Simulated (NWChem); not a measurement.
All runs are NWChem calculations. System: BeClF, charge 0, spin multiplicity 1, at a geometry optimised with PBE/def2-SVP. The structure started from a generated list of species. Level: real-time TD-PBE0/6-31G* (spherical d).

Part of the output:

```
             Northwest Computational Chemistry Package (NWChem) 7.3.0
             --------------------------------------------------------

                                NWChem Input Module
                                -------------------

 Scaling coordinates for geometry "system" by  1.889725989
 (inverse scale =  0.529177249)

                              Geometry "system" -> ""
                              -----------------------

 Output coordinates in angstroms (scale by  1.889725989 to convert to a.u.)

  No.       Tag          Charge          X              Y              Z
 ---- ---------------- ---------- -------------- -------------- --------------
    1 Be                   4.0000     0.00000000     0.00000000     0.60913400
    2 F                    9.0000     0.00000000     0.00000000     2.00417500
    3 Cl                  17.0000     0.00000000     0.00000000    -1.20435900

 Effective nuclear repulsion energy (a.u.)      58.7321767203

            Nuclear Dipole moment (a.u.)
            ----------------------------
        X                 Y               Z
 ---------------- ---------------- ----------------
     0.0000000000     0.0000000000     0.0000151178


 Summary of "ao basis" -> "" (spherical)
 ------------------------------------------------------------------------------
       Tag                 Description            Shells   Functions and Types
 ---------------- ------------------------------  ------  ---------------------
 *                           6-31g*                   on all atoms

                                 NWChem DFT Module
                                 -----------------

 Summary of "ao basis" -> "ao basis" (spherical)
 ------------------------------------------------------------------------------
       Tag                 Description            Shells   Functions and Types
 ---------------- ------------------------------  ------  ---------------------
 Be                          6-31g*                  6       14   3s2p1d
 F                           6-31g*                  6       14   3s2p1d
 Cl                          6-31g*                  8       18   4s3p1d

 Summary of "ao basis" -> "ao basis" (spherical)
 ------------------------------------------------------------------------------
       Tag                 Description            Shells   Functions and Types
 ---------------- ------------------------------  ------  ---------------------
[...]
        15        2.00       -3.54273894E-01
        16        0.00        7.45983997E-03
        17        0.00        3.06778258E-02
        18        0.00        3.06778258E-02
        19        0.00        1.75751473E-01
        20        0.00        2.77769766E-01
        21        0.00        2.77769766E-01
        22        0.00        2.88166388E-01
        23        0.00        4.12155655E-01
        24        0.00        4.96901156E-01
        25        0.00        4.96901156E-01
        26        0.00        5.72161245E-01
        27        0.00        6.64071543E-01
        28        0.00        7.13210476E-01
        29        0.00        7.13210476E-01
        30        0.00        7.97439002E-01
        31        0.00        7.97440144E-01
        32        0.00        9.23908025E-01
        33        0.00        9.23908840E-01
        34        0.00        1.14595322E+00
        35        0.00        1.19099454E+00
        36        0.00        1.19099454E+00
        37        0.00        1.34244010E+00
        38        0.00        1.34244010E+00
        39        0.00        1.39344394E+00
        40        0.00        1.82577030E+00
        41        0.00        1.88658631E+00
        42        0.00        1.88658634E+00
        43        0.00        1.89333313E+00
        44        0.00        2.26621354E+00
        45        0.00        2.26621354E+00
        46        0.00        3.42523221E+00

  int2e_file: Failed to allocate cache ... halving

kick      0.00000        ### Propagation started ###
kick      0.00000        ### Checks passed ###
kick      0.00000   0.000000000000E+000   1.000000000000E-004   0.000000000000E+000     # Applied E-field [system] (alpha spin)
kick      0.00000   0.000000000000E+000   1.000000000000E-004   0.000000000000E+000     # Applied E-field [system] (beta spin)
kick      0.00000   5.873217672034E+001     # Enuc
kick      0.00000  -9.117562625524E+002     # Ecore
kick      0.00000   3.197999336120E+002     # Ecoul
kick      0.00000  -4.142198509494E+001     # Exc(1)
kick      0.00000   0.000000000000E+000     # Exc(2)
kick      0.00000  -5.746461373150E+002     # Etot
kick      0.00000   7.958078640513E-013     # Eadded
kick      0.00000  -3.967063540111E-012  -3.957488782419E-012   7.030704325502E-002     # Dipole moment [system]
kick      0.00000        ### Saved restart file ###
kick      0.00000   1.211475364471E-012     # Magnus interpol (matrix 1 of 1)
kick      0.00000                     2     # Magnus total interpolations
kick      0.20000   0.000000000000E+000   0.000000000000E+000   0.000000000000E+000     # Applied E-field [system] (alpha spin)
kick      0.20000   0.000000000000E+000   0.000000000000E+000   0.000000000000E+000     # Applied E-field [system] (beta spin)
kick      0.20000   5.873217672034E+001     # Enuc
kick      0.20000  -9.117562625518E+002     # Ecore
kick      0.20000   3.197999336123E+002     # Ecoul
kick      0.20000  -4.142198509495E+001     # Exc(1)
kick      0.20000   0.000000000000E+000     # Exc(2)
kick      0.20000  -5.746461373141E+002     # Etot
kick      0.20000   8.079723556875E-010     # Eadded
kick      0.20000  -3.967705747619E-012   1.654976674433E-005   7.030704316041E-002     # Dipole moment [system]
kick      0.20000   1.326938559032E-012     # Magnus interpol (matrix 1 of 1)
kick      0.20000                     2     # Magnus total interpolations
kick      0.40000   0.000000000000E+000   0.000000000000E+000   0.000000000000E+000     # Applied E-field [system] (alpha spin)
kick      0.40000   0.000000000000E+000   0.000000000000E+000   0.000000000000E+000     # Applied E-field [system] (beta spin)
kick      0.40000   5.873217672034E+001     # Enuc
...
kick     27.80000                     2     # Magnus total interpolations
kick     28.00000   0.000000000000E+000   0.000000000000E+000   0.000000000000E+000     # Applied E-field [system] (alpha spin)
kick     28.00000   0.000000000000E+000   0.000000000000E+000   0.000000000000E+000     # Applied E-field [system] (beta spin)
kick     28.00000   5.873217672034E+001     # Enuc
kick     28.00000  -9.117562625572E+002     # Ecore
kick     28.00000   3.197999336171E+002     # Ecoul
kick     28.00000  -4.142198509521E+001     # Exc(1)
kick     28.00000   0.000000000000E+000     # Exc(2)
kick     28.00000  -5.746461373150E+002     # Etot
kick     28.00000  -2.933120413218E-011     # Eadded
kick     28.00000  -3.964036034252E-012   1.785340306253E-005   7.030704428395E-002     # Dipole moment [system]
kick     28.00000   8.659739
```

### Question
Write an NWChem input that would produce this output.

### Answer
This is not unique; one that fits is 
```
start mol
memory heap 200 mb stack 900 mb global 1100 mb
geometry "system" units angstroms nocenter noautoz noautosym
  Be     0.000000     0.000000     0.609134
  F      0.000000     0.000000     2.004175
  Cl     0.000000     0.000000    -1.204359
end
set geometry "system"
basis spherical
  * library 6-31g*
end
dft
  xc pbe0
  semidirect memsize 60000000 filesize 0
  iterations 100
  convergence energy 1e-10 density 1e-9 gradient 1e-8
  tolerances tight
end
task dft energy
rt_tddft
  tmax 150.0
  dt 0.2
  tag "kick"
  print dipole
  field "kick"
    type delta
    polarization y
    max 0.0001
  end
  excite "system" with "kick"
end
task dft rt_tddft
```
